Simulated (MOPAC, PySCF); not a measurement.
C3H8Si, SMILES `C=CC[SiH3]` (C–C–C–Si torsion 106°), neutral singlet in the gas phase. 

Cartesian coordinates (Å):
```xyz
12

C     -1.9514     0.6198     0.1857
C     -0.9912    -0.2681     0.4183
C      0.1086    -0.6250    -0.5288
Si     1.7666     0.1079     0.0125
H     -2.0218     1.1463    -0.7596
H     -2.7005     0.8496     0.9317
H     -0.9629    -0.7657     1.3842
H     -0.1131    -0.2650    -1.5369
H      0.2304    -1.7111    -0.5900
H      2.8547    -0.3672    -0.8778
H      2.0736    -0.3083     1.4024
H      1.7069     1.5869    -0.0419
```
Charge 0, multiplicity 1.

All levels are single points at this geometry (B3LYP-D3(BJ)/def2-TZVP); Pople sets use spherical d functions. Orbital energies aren't observables, and empty levels follow the basis.

```csv
level,HOMO (eV),LUMO (eV),gap (eV),dipole (D),"vertical IE, Delta-SCF (eV)"
B3LYP-D3(BJ)/def2-TZVP in PySCF,-6.98,-0.10,6.88,0.55,9.27
B3LYP/3-21G in PySCF,-6.75,0.58,7.33,0.48,–
B3LYP/6-311+G** in PySCF,-7.00,-0.25,6.76,0.51,–
B3LYP/6-31G* in PySCF,-6.68,0.47,7.14,0.58,9.09
BP86/6-31G* in PySCF,-5.88,-0.46,5.42,0.62,–
M06-2X/6-31G* in PySCF,-8.12,1.53,9.66,0.51,–
PBE/6-31G* in PySCF,-5.79,-0.37,5.42,0.62,9.00
SVWN5/6-31G* in PySCF,-5.91,-0.56,5.36,0.62,9.19
PM7 in MOPAC,-9.86,0.94,10.80,0.49,–
```
